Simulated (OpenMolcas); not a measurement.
**P³⁺: effect of the basis set**

- Program: OpenMolcas 26.06
- Method: MS-RASPT2, IPEA 0.25 Eh, imaginary shift 0.1 Eh (closed shells correlated: 2s 2p)
- Active space: 2 electrons in 9 orbitals (RAS2 3s 3p; RAS3 3d, at most 2 electrons)
- State averaging: 2S+1 = 3 even, 3 roots; 2S+1 = 1 even, 7 roots; 2S+1 = 3 odd, 3 roots; 2S+1 = 1 odd, 3 roots
- Spin-orbit coupling: RASSI with atomic mean-field integrals over the reference wave functions, term energies averaged over their components

A. ANO-RCC-VTZP [5s4p2d1f], DKH2, point nucleus; CASPT2 step roughly 6 core-seconds
B. ANO-R2 [5s4p3d1f], X2C, finite nucleus; CASPT2 step of the order of 10 core-seconds
C. ANO-RCC-VQZP [6s5p3d2f1g], DKH2, point nucleus; CASPT2 step of the order of 5 core-seconds
D. ANO-RCC [8s7p5d4f2g], DKH2, point nucleus; CASPT2 step of the order of 9 core-seconds

Energies in eV above 3s2 1S0, the measured ground level; measured values from Martin, Zalubas and Musgrove, J. Phys. Chem. Ref. Data 14, 751 (1985).

```
      Level       A       B       C       D  Measured
    3s2 1S0  0.0000  0.0000  0.0000  0.0000    0.0000
3s 3p 3P* 0   8.314   8.306   8.348   8.420    8.4208
3s 3p 3P* 1   8.339   8.331   8.372   8.445    8.4491
3s 3p 3P* 2   8.389   8.380   8.422   8.496    8.5072
3s 3p 1P* 1  13.164  12.959  13.125  13.072          
    3p2 1D2  19.551  19.424  19.590  19.638   19.6071
```

Deviations, from unrounded energies. A percentage is the sum of absolute deviations over the sum of measured energies, with the sign that they share, or ± where signs differ.

| Against measurement | Levels | A | B | C | D |
| --- | --- | --- | --- | --- | --- |
| mean absolute deviation (cm-1) | 4 | 790 | 1100 | 510 | 94 |
| other configurations (%) | 4 | -0.9 | -1.2 | -0.6 | ±0.1 |

D lies closest to measurement on these levels and B furthest from it. The largest miss of D in the table is 3p2 1D2, by +250 cm-1. The ranking rests on the paired levels alone, and a cruder setting can come out closer through cancelling errors.

Among A to D the level of the table that moves most is 3p2 1D2, by 1700 cm-1 (lowest in B, highest in D). Moves below CASPT2's spread within the term are not significant.

CASPT2 breaks the degeneracy within a term, and the mean is taken; among the terms shown or strongly mixed into the levels shown the widest spread is 14 cm-1 (3p2 1D, D). Active for correlation alone: 3d; no level in the range computed is led by a configuration that fills it, so any true level of that kind is missing. Some terms mix strongly with configurations of 3d, whose occupation reaches 0.27 (3p2 1D) (figures for A; the like holds for B, C, D). Measured partners are found by configuration, term and J. A level has none where our copy of the source lacks it or the pairing is in doubt (some pairs that miss far off the trend of their configuration count as doubtful), and it then counts in no deviation. Only configurations of the active space appear. The table leaves out levels that lie high or whose names do not pair safely across all columns.

* marks odd parity.
